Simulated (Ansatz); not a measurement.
Basis-set extrapolation for CH5AlFNO (`[NH2][AlH][O]CF`) (PBE0-D4/def2-TZVP geometry, frozen core, Ansatz). Multiplicity 1, RHF reference.

```csv
,def2-TZVPP,def2-QZVPP
HF,-511.667802,-511.688086
MP2 correlation,-0.945229,-1.021658
CCSD(T) correlation,-1.005338,not run
```

Energies in hartree. Use E(X) = E(∞) + A·exp(−7.88·√X) for Hartree–Fock and E(X) = E(∞) + B·X^(−2.97) for correlation, with X = 3 and 4, and add CCSD(T) minus MP2 of the smaller set to the MP2 limit.

What is the CCSD(T) energy at the basis-set limit?

HF limit: -511.688086 + (-0.020284) × 0.13774 = -511.69088. MP2 limit: -1.021658 + (-0.076429) × 0.74074 = -1.07827. Higher-order term: -1.005338 − (-0.945229) = -0.06011. Total: -512.82926 hartree, 409.9 kJ/mol below CCSD(T)/def2-TZVPP.
